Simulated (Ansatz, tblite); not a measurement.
Isomers of Ag$_{3}$H$_{3}$⁺ (doublet), found by a short tight-binding search and relaxed with B3LYP-D4/def2-TZVP in Ansatz.

In the def2 sets Ag takes a core potential; there is no spin–orbit coupling. The xTB rows come from tblite. Correlated methods freeze no core orbitals; core or outer-core shells of Ag are correlated, in sets that lack core-valence functions.

Other spin states weren't relaxed.

A:

Cartesian coordinates in Å:
```
Ag 2.1138 -3.3030 -2.1743
Ag 0.2840 -1.4774 -1.1137
Ag -0.6806 0.7741 0.4690
H -0.0032 2.0625 1.8398
H -0.6237 2.4371 1.5787
H -1.0903 -0.4934 -0.5994
```

B:

```xyz
6

Ag   -2.110   -0.834    1.144
Ag    2.535    0.610   -1.637
Ag    0.162   -0.042   -0.159
H    -1.024    0.582    1.217
H     1.447    1.139   -0.405
H    -1.010   -1.454   -0.160
```

C:

```xyz
6

Ag    0.759    0.806    0.457
Ag   -0.422   -1.593    1.159
Ag   -0.715    0.387   -1.843
H    -0.808   -0.858   -0.487
H     0.735   -0.335    1.820
H     0.451    1.593   -1.106
```

Question: Estimate their order by electronic energy at CAM-B3LYP-D4/def2-TZVP, counted from the lowest.

Answer: A (0.0) < B (25.5) < C (28.1), in kcal/mol.

Question: Do the other levels pick the same lowest one?

Answer: Not GFN2-xTB. Energies above each level's lowest (kcal/mol):

```tsv
level	A	B	C
GFN1-xTB	0.0	4.4	2.8
GFN2-xTB	12.2	0.0	5.8
HF/def2-SVP	0.0	43.3	53.0
LDA (SPW92)/def2-TZVP	0.0	10.9	7.9
PBE-D4/def2-TZVP	0.0	19.8	18.5
r2SCAN-D4/def2-TZVP	0.0	19.5	18.5
PBE0-D4/def2-TZVP	0.0	23.8	24.8
CAM-B3LYP-D4/def2-TZVP	0.0	25.5	28.1
MP2/def2-SVP	0.0	26.8	31.2
CCSD/def2-SVP	0.0	29.0	34.1
CCSD(T)/def2-SVP	0.0	26.5	30.5
```
Point groups (tolerance 0.1 Å): A not assigned, B not assigned, C C2v. Lower isomers may exist.
